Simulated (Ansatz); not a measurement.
The cluster Li2I2⁻. Total charge -1; doublet. Geometry r2SCAN-D4/def2-TZVPD.

```xyz
4

Li    1.8995   -1.2449    2.1575
Li   -0.6100    0.4942   -0.6243
I    -1.9745    2.4731   -1.3679
I     0.6850   -1.7224   -0.1653
```

In the def2 sets I takes a core potential; there is no spin–orbit coupling. At PBE-D4/def2-TZVPD, r2SCAN-D4/def2-TZVPD the highest occupied level of the charge -1 doublet lies above zero (up to 0.32 eV). By energy differences its removal costs 1.67 eV (vertical, to the charge 0 singlet, at PBE-D4/def2-TZVPD); a positive level beside a positive removal energy at the same level points to self-interaction error. The structure comes from a short search, and lower isomers may exist.

Question: Estimate the α-spin orbital energies around the gap (eV) in Ansatz with PBE-D4/def2-TZVPD, r2SCAN-D4/def2-TZVPD, PBE0-D4/def2-SVPD, PBE0-D4/def2-TZVPD, ωB97X-V/def2-TZVPD.

Answer: 
```tsv
orbital	PBE-D4/def2-TZVPD	r2SCAN-D4/def2-TZVPD	PBE0-D4/def2-SVPD	PBE0-D4/def2-TZVPD	ωB97X-V/def2-TZVPD
HOMO−13	-44.37	-45.40	-47.81	-47.75	-50.11
HOMO−12	-44.35	-45.38	-47.78	-47.73	-50.09
HOMO−11	-44.35	-45.38	-47.78	-47.73	-50.09
HOMO−10	-44.32	-45.35	-47.72	-47.70	-50.05
HOMO−9	-44.32	-45.35	-47.72	-47.70	-50.05
HOMO−8	-13.38	-13.99	-15.39	-15.34	-18.30
HOMO−7	-12.37	-12.95	-14.31	-14.29	-17.23
HOMO−6	-3.80	-4.10	-5.00	-4.94	-7.22
HOMO−5	-3.56	-3.86	-4.74	-4.69	-6.96
HOMO−4	-3.15	-3.45	-4.28	-4.26	-6.53
HOMO−3	-2.86	-3.13	-4.01	-3.96	-6.21
HOMO−2	-2.27	-2.54	-3.35	-3.35	-5.58
HOMO−1	-2.27	-2.54	-3.35	-3.35	-5.58
HOMO	0.32	0.27	-0.22	-0.23	-1.66
LUMO	1.65	1.75	2.10	2.06	3.20
LUMO+1	1.77	1.88	2.22	2.17	3.31
LUMO+2	1.90	2.27	2.35	2.31	3.31
LUMO+3	2.39	2.84	2.95	2.73	3.54
LUMO+4	2.63	2.93	3.26	2.99	3.93
LUMO+5	2.71	3.12	3.26	3.11	4.05
β HOMO	-2.27	-2.54	-3.35	-3.35	-5.58
β LUMO	1.52	1.35	1.96	2.02	3.34
```
